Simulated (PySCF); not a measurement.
PySCF 2.14 output of an unrestricted PW91 calculation on a single atom or ion in cc-pVDZ-X2C (8s7p5d3f1g, 84 functions), with the spin-free X2C one-electron Hamiltonian (Gaussian nucleus):

```
SCF conv_tol = 1e-09
number electrons alpha = 31  beta = 27
    J. P. Perdew. In P. Ziesche and H. Eschrig, editors, Proceedings of the 75. WE-Heraeus-Seminar and 21st Annual International Symposium on Electronic Structure of Solids, 11. Berlin, 1991. Akademie Verlag.
    J. P. Perdew, J. A. Chevary, S. H. Vosko, K. A. Jackson, M. R. Pederson, D. J. Singh, and C. Fiolhais.,  Phys. Rev. B 46, 6671 (1992)
    J. P. Perdew, J. A. Chevary, S. H. Vosko, K. A. Jackson, M. R. Pederson, D. J. Singh, and C. Fiolhais.,  Phys. Rev. B 48, 4978 (1993)
    J. P. Perdew. In P. Ziesche and H. Eschrig, editors, Proceedings of the 75. WE-Heraeus-Seminar and 21st Annual International Symposium on Electronic Structure of Solids, 11. Berlin, 1991. Akademie Verlag.
    J. P. Perdew, J. A. Chevary, S. H. Vosko, K. A. Jackson, M. R. Pederson, D. J. Singh, and C. Fiolhais.,  Phys. Rev. B 46, 6671 (1992)
    J. P. Perdew, J. A. Chevary, S. H. Vosko, K. A. Jackson, M. R. Pederson, D. J. Singh, and C. Fiolhais.,  Phys. Rev. B 48, 4978 (1993)
cycle= 1 E= -8860.34171380865  delta_E= -0.00865  |g|= 0.0317  |ddm|=  0.5
cycle= 2 E= -8860.34148814434  delta_E= 0.000226  |g|= 0.0424  |ddm|= 0.137
cycle= 3 E= -8860.34218687978  delta_E= -0.000699  |g|= 0.00137  |ddm|= 0.0709
cycle= 4 E= -8860.3421879996  delta_E= -1.12e-06  |g|= 0.00038  |ddm|= 0.00373
cycle= 5 E= -8860.34218810079  delta_E= -1.01e-07  |g|= 5.72e-05  |ddm|= 0.000992
cycle= 6 E= -8860.34218810344  delta_E= -2.64e-09  |g|= 9.7e-07  |ddm|= 0.000144
cycle= 7 E= -8860.34218810344  delta_E=    0  |g|= 1.85e-08  |ddm|= 2.44e-06
converged SCF energy = -8860.34218810344  <S^2> = 6.0024378  2S+1 = 5.000975
```

The run itself started from symmetry-adapted Hartree-Fock orbitals and held the occupation by maximum overlap, on a logarithmic radial grid, so the iterations belong to that start.

**Question.** Which element, charge and spin multiplicity is this?

**Answer.** Ce (cerium, neutral), multiplicity 5; the state was [Xe] 4f1 5d3, one real determinant (an excited configuration).

⟨L²⟩ = 24.02 against 42 for a pure I term, so this real determinant mixes terms. Spin-orbit coupling, absent here, splits the open shell strongly.
